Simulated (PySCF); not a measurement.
A PySCF script (with the pyscf-properties extension) for the NMR shieldings of SMILES C=C1C[C@H]1[SiH2]C1(Cl)CC1, C₇H₁₁ClSi, on a GFN2-xTB geometry:

```python
import basis_set_exchange as bse
import numpy as np
from pyscf import gto, dft
from pyscf.prop import nmr

atoms = """
C     3.061278    0.553953    0.109272
C     2.135196   -0.339920   -0.117112
C     1.323887   -1.448921    0.371815
C     1.184726   -0.939003   -1.062192
Si   -0.352290   -0.007208   -1.624546
C    -1.217329    0.747764   -0.116887
Cl   -0.203540    1.958879    0.695604
C    -2.690544    1.020139   -0.097333
C    -2.119522   -0.050613    0.775505
H     3.547256    0.632913    1.068546
H     3.372589    1.252032   -0.650881
H     1.791669   -2.411256    0.531231
H     0.525399   -1.236932    1.068646
H     1.628053   -1.569991   -1.825539
H    -0.009345    1.081672   -2.541449
H    -1.306842   -0.943209   -2.234106
H    -3.031380    1.929220    0.374257
H    -3.266021    0.732737   -0.964441
H    -2.299631   -1.083061    0.513469
H    -2.078757    0.131486    1.839082
"""
names = dict.fromkeys(["C", "Si", "Cl", "H"], "pcSseg-1")
basis = {el: gto.basis.parse(bse.get_basis(n, elements=[el], fmt="nwchem")) for el, n in names.items()}
mol = gto.M(atom=atoms, basis=basis, charge=0, verbose=0)
mf = dft.RKS(mol, xc="PBE0")
mf.grids.level = 2
mf.grids.alignment = dft.numint.BLKSIZE   # the property module wants whole blocks of grid points
mf.conv_tol = 1e-9
mf.kernel()

calc = nmr.RKS(mf)   # GIAO
C = mf.mo_coeff
Co = C[:, mf.mo_occ > 0]
resp = mf.gen_response(singlet=True, hermi=2)
def vind(x):   # induced exchange potential for any number of trial vectors
    d = np.einsum("pi,xij,qj->xpq", C, 2 * x.reshape(-1, C.shape[1], Co.shape[1]), Co, optimize=True)
    return np.einsum("xpq,pi,qj->xij", resp(d - d.transpose(0, 2, 1)), C, Co, optimize=True).ravel()
mo1, _ = nmr.rhf.solve_mo1(calc, with_cphf=vind)
sigma = calc.kernel(mo1)
for i, s in enumerate(sigma):   # ppm
    w = np.linalg.eigvalsh((s + s.T) / 2)
    print("%2d %-2s iso %8.1f  s11 %8.1f  s22 %8.1f  s33 %8.1f" % (i, mol.atom_pure_symbol(i), w.mean(), *w))
```

Problem. Give the expected output.

Solution. 
```
 0 C  iso     76.5  s11    -25.1  s22     83.9  s33    170.8
 1 C  iso     47.8  s11    -49.0  s22     -2.2  s33    194.7
 2 C  iso    178.1  s11    151.7  s22    167.4  s33    215.2
 3 C  iso    184.8  s11    158.5  s22    169.9  s33    226.1
 4 Si iso    380.1  s11    352.2  s22    376.7  s33    411.4
 5 C  iso    155.9  s11    113.1  s22    129.5  s33    225.1
 6 Cl iso    774.0  s11    576.9  s22    670.4  s33   1074.7
 7 C  iso    171.2  s11    126.7  s22    176.2  s33    210.7
 8 C  iso    170.7  s11    128.9  s22    176.2  s33    207.1
 9 H  iso     25.8  s11     22.9  s22     24.3  s33     30.3
10 H  iso     25.9  s11     22.8  s22     24.3  s33     30.5
11 H  iso     30.3  s11     24.6  s22     25.9  s33     40.3
12 H  iso     30.2  s11     23.1  s22     29.4  s33     38.2
13 H  iso     31.0  s11     24.4  s22     26.6  s33     42.2
14 H  iso     27.0  s11     23.4  s22     25.3  s33     32.5
15 H  iso     27.8  s11     23.8  s22     26.2  s33     33.3
16 H  iso     30.9  s11     25.0  s22     28.3  s33     39.3
17 H  iso     31.0  s11     24.4  s22     27.9  s33     40.8
18 H  iso     30.9  s11     25.4  s22     27.8  s33     39.7
19 H  iso     30.8  s11     26.0  s22     27.8  s33     38.6
```

These numbers come from an equivalent density-fitted implementation of the same equations, which agrees with the script to about 0.01 ppm for H and up to a few tenths of a ppm for heavy atoms, so last digits may differ.

Problem. Turn these shieldings into chemical shifts. Scale: TMS for ¹³C (186.93 ppm) and ²⁹Si (349.16 ppm) and ¹H (31.72 ppm); HCl for ³⁵Cl (949.78 ppm) (reference shieldings calculated alike).

Solution. Averaging equivalent atoms: C 1: 139.1; C 0: 110.4; C 5: 31.0; C 8: 16.2; C 7: 15.7; C 2: 8.8; C 3: 2.1; Si 4: -30.9; Cl 6: 176; H 9: 5.89; H 10: 5.86; H 14: 4.68; H 15: 3.95; H 12: 1.50; H 11: 1.45; H 19: 0.94; H 16: 0.84; H 18: 0.78; H 17: 0.71; H 13: 0.67 ppm. 

Size and cost of the density-fitted run: 222 basis functions, 46 s wall time on 1 thread of an Arm Neoverse V2, shared host; peak memory 1 GiB.
